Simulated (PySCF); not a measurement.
C2H6ClGe, SMILES [CH3][Ge]([CH3])[Cl], multiplicity 2. Coordinates come from a PBE-D3(BJ)/def2-SVP optimisation. The isomer is the one that the SMILES or the coordinates give; other isomers of the formula were not compared.

Problem. Give the equilibrium geometry at PBE-D3(BJ)/def2-SVP (PySCF confirms it by a frequency run) as a Z-matrix, and its point group. (Estimate from the structure and the level; the computed values follow.)

Solution. point group Cs.
```
Ge
C 1 1.9835
H 2 1.1059 1 110.50
H 2 1.1078 3 109.52 1 121.04
H 2 1.1094 3 109.22 4 119.98
C 1 1.9835 2 110.88 3 -174.57
H 6 1.1059 1 110.50 2 174.57
H 6 1.1078 7 109.52 1 -121.04
H 6 1.1094 7 109.22 8 -119.98
Cl 1 2.2112 2 105.72 3 -60.44
```
Charge 0, spin multiplicity 2.
